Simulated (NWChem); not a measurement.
System: BGeH$_{4}$OF; SMILES O[B](F)[GeH3]

Input file for NWChem:

```
start job
memory heap 200 mb stack 900 mb global 1100 mb
geometry units angstroms noautosym nocenter noautoz
  B      0.051850     1.021042    -0.000731
  F     -1.080252     1.732159     0.001923
  Ge    -0.018195    -1.051671    -0.000290
  H     -0.714488    -1.567373     1.274156
  H     -0.831663    -1.568067    -1.202676
  H      1.388750    -1.669240    -0.065061
  O      1.226925     1.673178    -0.000864
  H      1.117106     2.634456     0.001588
end
basis spherical
  * library def2-svp
end
dft
  xc b3lyp
  iterations 150
end
property
  response 1 0.0773
end
task dft property
```

All runs use the structure optimised with PBE0/def2-SVP.

Field at 589 nm.

Problem. Predict the main results of this run. (B3LYP/def2-SVP.) Quantities: isotropic polarisability (bohr³); anisotropy (bohr³).

Solution. 
```
Property                          Value
--------------------------------  -----
isotropic polarisability (bohr³)   45.9
anisotropy (bohr³)                 13.9
```
